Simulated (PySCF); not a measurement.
HgO⁺: one state, many levels of theory

State: ²Π (doublet), unpaired electrons π ↑. Set-up: PySCF, scalar-relativistic core potentials, basis sets Hg def2-SVP with ECP60, O def2-SVP. De refers to Hg⁺ + O in their high-spin ground configurations, without counterpoise correction. The functionals are run spin-unrestricted. A positive dipole points towards O; it is taken about the centre of mass and depends on that origin. Levels whose curve was spin-contaminated or gave no clean fit are not listed.

```
       Level  Re (Å)  ωe (cm⁻¹)  De (eV)  μ (D)  CPU s a point (SCF and correlation, without the integrals)
        ROHF   1.996        592    -1.43  -4.05                                                       0.084
    ROHF-MP2   2.007        508    0.277    n/a                                                        0.18
ROHF-SCS-MP2   2.024        489    0.258    n/a                                                         n/a
   ROHF-CCSD   2.051        437    0.327    n/a                                                         n/a
ROHF-CCSD(T)   2.087        384     0.59    n/a                                                          16
         LDA   1.948        546     2.15  -1.76                                                        0.39
         PBE   2.007        493     1.50  -1.78                                                        0.59
        BLYP   2.030        474     1.44  -1.65                                                        0.42
        TPSS   2.011        493     1.26  -1.89                                                        0.91
      r²SCAN   1.994        507     1.18  -2.07                                                        0.84
```

Q: Which functional lies closest to ROHF-CCSD(T) in De, which farthest, and by how much do they differ from it?

A: Closest is r²SCAN (-9.3 pm in Re, +32.0 % in ωe, +0.59 eV in De against ROHF-CCSD(T) in the same basis), farthest LDA (-13.9 pm in Re, +42.2 % in ωe, +1.56 eV in De). CCSD(T) converges more slowly with the basis than the functionals do and binds too weakly in this one, so the order can change at the basis-set limit.

Q: What does the step from GGA to meta-GGA do here, going from PBE to r²SCAN?

A: r²SCAN less PBE: -1.3 pm in Re, +2.8 % in ωe, -0.32 eV in De. 

Q: What does the gradient correction do here, going from LDA to PBE?

A: PBE less LDA: +5.9 pm in Re, -9.7 % in ωe, -0.65 eV in De. The gradient correction favours the more uneven density of free atoms, so it tends to lengthen bonds and takes away much of the overbinding of LDA; so it does here.

Correlated steps freeze 1 core orbital. Correlated levels converge slowly with the basis: in double zeta they bind strong bonds too weakly, by up to about 1 eV, and carry superposition errors of some tenths. Spin–orbit coupling is left out, which matters for elements this heavy, above all for dissociation energies. For an ion De counts to the pair picked by the measured ionisation energies or electron affinities, which need not be the lowest pair at this level. UHF is strongly spin-contaminated for HgO⁺, so the ROHF reference used there is far from stable. A negative De means that the minimum lies above the separated atoms at that level. The state is the lowest determinant that a PBE0 search found; another state may lie lower at other levels.

The whole job (state search and all levels along the bond) took about 3.6 min on 1 thread of Arm Neoverse V1 (shared host), peak memory 0.58 GiB.
